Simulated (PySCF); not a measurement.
BiCl2, SMILES [Cl][Bi+][Cl] (connectivity only; charge and spin as stated), charge +1, multiplicity 1. The structure is a stationary point at PBE0-D3(BJ)/def2-TZVP. The spin state was assumed, not searched. The isomer is the one that the SMILES or the coordinates give; other isomers of the formula were not compared. The def2 effective core potentials stand for the cores of Bi; spin–orbit coupling is left out.

Level of theory: PBE0-D3(BJ)/def2-TZVP run with PySCF.

Harmonic wavenumbers (cm⁻¹): 124, 388, 403. Rotational constants (GHz): 4.138, 2.244, 1.455; symmetry number 2.

**Question.** Work out the zero-point energy and the ideal-gas rigid-rotor harmonic-oscillator thermochemistry at 298.15 K and 1 atm.

**Answer.** ZPE = ½ Σ hcν = ½ × 915 cm⁻¹ = 5.47 kJ/mol. H − E(el) = 18.85 kJ/mol. Entropy in J/(mol K): translation 179.02, rotation 109.58, vibration 20.90, total 309.49. G − E(el) = -73.43 kJ/mol. Cp = 53.71 J/(mol K). Modes under 150 cm⁻¹ make the vibrational entropy uncertain.
